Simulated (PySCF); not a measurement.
CH6NO2Ta, SMILES [CH3][Ta](=[NH])([OH])[OH], multiplicity 1.

Geometry optimised at B3LYP-D3(BJ)/def2-SVP. The spin state was assumed, not searched. The def2 effective core potentials stand for the cores of Ta; spin–orbit coupling is left out. The values are those of a single conformer.

Method: HF/def2-TZVP run with PySCF.

The molecule is in vacuum.

Computed frontier levels, gap, dipole moment and polarisability:
The highest occupied level is -10.47 eV and the lowest empty level is 2.26 eV. The orbital gap is 12.72 eV and the dipole moment comes out as 1.24 D. The quadrupole, principal values (traceless, Buckingham form, about the centre of nuclear charge) comes out as -6.47, -1.24, 7.71 D·Å and the mean static polarisability is 60.4 bohr³ (8.95 Å³). The polarisability, principal values comes out as 56.4, 57.8, 67.0 bohr³.
